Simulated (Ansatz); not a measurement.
A run of Ansatz (development build ahead of 0.2.0) on quartet P at this shape:

A single P atom.

Its results:

* Converged: yes
* Reference energy: -340.70981 hartree
* Correlation energy: -0.06698 hartree
* Total energy: -340.77679 hartree
* Spin squared of the determinant: 3.750

Problem. Which input gives this output? Name the method, the orbitals and the basis set, and write the input.

Solution. ROHF-MP2 in aug-cc-pVDZ.

```yaml
crystal:
  periodic: [false, false, false]
  atoms:
    - { symbol: P, position_ang: [0.0, 0.0, 0.0] }
basis:
  gaussian: { orbitals: aug-cc-pVDZ }
magnetization:
  initial_magnetization: 3
hamiltonian:
  xc: hf
correlation:
  method: mp2
  frozen_orbitals: { P: 5 }
```
